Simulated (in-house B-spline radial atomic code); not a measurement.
RPA and G0W0 on BLYP: Ar IV (Ar3+)

Configuration [Ne] 3s2 3p3, highest spin, mean-field start BLYP. Computed with an all-electron radial atomic-structure program (B-spline basis): all electrons, scalar-relativistic (spin-free one-electron X2C), finite nucleus, each spin shell either full or empty, empty states to l = 9 with an (l + 1/2)⁻⁴ tail; G0W0 by contour deformation at full frequency.

Command:
```bash
python run_gw.py task.json out
```
Settings (radii: box in bohr, nucleus in fm):
```
Z                        18
electrons                15
configuration            [Ne] 3s2 3p3
hamiltonian              x2c
method                   b88,lyp
lmax                     9
rms_radius               3.4274
spin_polarised           True
box_radius               14.14
intervals                69
```

Cost of the run: 2.8 s on 1 thread of Arm Neoverse N1, with other jobs on the host.

Energies (hartree):

```
                                     term       value
                         mean-field total  -526.30563
Hartree-Fock functional on these orbitals  -525.67117
                      direct second order      -1.065
                    second-order exchange     0.38902
                         SOSEX correction     0.34941
```

Q: What is the RPA correlation energy, and what remains with SOSEX?

A: RPA gives -0.9246 hartree (-1.68 eV per electron); RPA + SOSEX gives -0.57519, and the second-order doubles -0.67597 hartree (no singles). RPA lacks exchange-type terms and so overcorrelates at short range.

Quasi-particle levels (eV):

```csv
level,occupied,mean field,Σx - vxc,Σc,QP weight,G0W0
3p up,yes,-51.29,-7.80,?,?,?
3s down,yes,-62.76,-4.88,-2.43,0.934,-70.07
3p down,no,-47.30,9.37,-3.33,0.930,-41.27
```

G0W0 = mean field + (Σx - vxc) + Σc, with Σc (partial-wave tail included) taken at the quasi-particle energy. Only the outer levels were computed. Levels of low weight are left out.

Q: Where does G0W0 put 3p up?

A: At -59.07 eV, with Σc = 0.02 eV and a quasi-particle weight of 0.928. The tabulated removal energy is 59.58 ± 0.18 eV (NIST, semi-empirical); the calculation leaves out spin-orbit coupling, Breit and QED terms, and what these don't explain is the method's own error.
